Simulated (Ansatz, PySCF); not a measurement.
Ways to break one bond of [SiH3]O[SiH](Cl)Cl:

A. [SiH3]O[SiH](Cl)Cl → Cl[SiH]Cl + [O][SiH3]
B. [SiH3]O[SiH](Cl)Cl → [SiH3]O[Si](Cl)Cl + H atom
C. [SiH3]O[SiH](Cl)Cl -> [O][SiH](Cl)Cl + [SiH3] (SiH3)
D. [SiH3]O[SiH](Cl)Cl → [SiH3]O[SiH]Cl + Cl atom
E. [SiH3]O[SiH](Cl)Cl → [SiH2]O[SiH](Cl)Cl + H atom

Quantity: bond dissociation energy (enthalpy at 298 K, with B3LYP-D3(BJ) rigid-rotor harmonic-oscillator terms), kcal/mol. Each molecule is optimised on its own at B3LYP-D3(BJ)/def2-TZVP (Ansatz, an electronic-structure program), one conformer each, not searched for the lowest. Frequencies are from Ansatz or PySCF. Valence correlation only, unless marked. Open shells are spin-unrestricted. No spin-orbit coupling. Non-relativistic unless marked X2C. CBS marks a two-point X^-3 extrapolation of the correlation energy; Hartree-Fock from the larger set. [CCSD(T)-MP2]/basis is that difference in the basis named.

|  | PBE0-D4/def2-TZVP (Ansatz + dftd4) | PBE-QIDH/def2-TZVPD (Ansatz) | X2C-CCSD(T)/cc-pVTZ-DK (Ansatz) | RI-MP2/CBS(cc-pV(T+d)Z,cc-pV(Q+d)Z)+[CCSD(T)-MP2]/cc-pV(T+d)Z (Ansatz) |
|---|---|---|---|---|
| A | 128.4 | 134.5 | 131.8 | 138.2 |
| B | 89.3 | 91.3 | 93.0 | 96.1 |
| C | 126.1 | 131.4 | 128.5 | 135.0 |
| D | 112.4 | 114.4 | 109.5 | 116.3 |
| E | 88.1 | 89.6 | 91.7 | 94.4 |
